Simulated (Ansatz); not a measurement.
| atom | x (Å) | y (Å) | z (Å) |
| --- | --- | --- | --- |
| N | -0.0802 | 0.0630 | -0.2180 |
| O | -0.0850 | 1.1057 | 0.1469 |
| O | 0.1009 | -1.0537 | 0.1210 |

Basis set: STO-3G (spherical functions). Correlated methods keep 3 orbitals frozen. Charge 0, multiplicity 2.

Computed with Ansatz (development build ahead of 0.2.0); each method stands on the lowest determinant of its kind that the runs found.

The atomization energy at this shape (free ground-state atoms in the same class of orbitals less the molecule, no zero-point energy) of doublet NO2:

```tsv
method	atomization energy
UHF	-2.71 eV
```

Problem. What does UHF-MP2 give?

Solution. 1.46 eV. Caution: the shape is not the minimum; the unrestricted determinant is spin contaminated. Caution for UHF: the molecule lies well above its atoms at this level.

This basis has no polarisation functions and is too small for such energies, which can lie far from measured ones in either direction.
